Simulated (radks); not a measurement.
Spherical quantum dot in the effective-mass picture: electrons in a parabolic well V = omega^2 r^2 / 2 with omega = 0.603, with a point charge +1 (a donor) at the centre, all in effective atomic units (hartree* = m*/eps^2 hartree, bohr* = eps/m* bohr), one dielectric constant everywhere. Calculated with a radial shooting solver with Libxc functionals: non-relativistic Kohn-Sham, LDA (Slater exchange, Perdew-Wang correlation), spin-polarised, spherical densities. Levels are named by radial order and angular momentum (1s, 1p, 1d, 2s, ...), and open shells are averaged over m.

N = 14, configuration 1s2 1p6 1d(up 4, down 0) 2s2. This is the lowest configuration that the search found. Occupied and some empty levels:

| level | occupation | eigenvalue (hartree*) | <r> (bohr*) |
|---|---|---|---|
| 1s up | 1 | 5.3379 | 1.775 |
| 1s down | 1 | 5.3699 | 1.716 |
| 1p up | 3 | 5.7184 | 2.588 |
| 1p down | 3 | 5.7712 | 2.575 |
| 2s up | 1 | 5.9823 | 2.444 |
| 2s down | 1 | 6.0193 | 2.486 |
| 1d up | 4 | 6.0592 | 2.965 |
| 1d down | 0 | 6.1151 | 2.971 |
| 1f up | 0 | 6.4328 | 3.253 |
| 1f down | 0 | 6.4869 | 3.269 |
| 2p up | 0 | 6.5379 | 2.858 |
| 2p down | 0 | 6.5725 | 2.868 |
| 1g up | 0 | 6.8375 | 3.501 |
| 1g down | 0 | 6.8875 | 3.521 |

Energy (hartree*): total 48.7122, kinetic 7.6080, external 11.742, Hartree 34.184, exchange-correlation -4.8216.
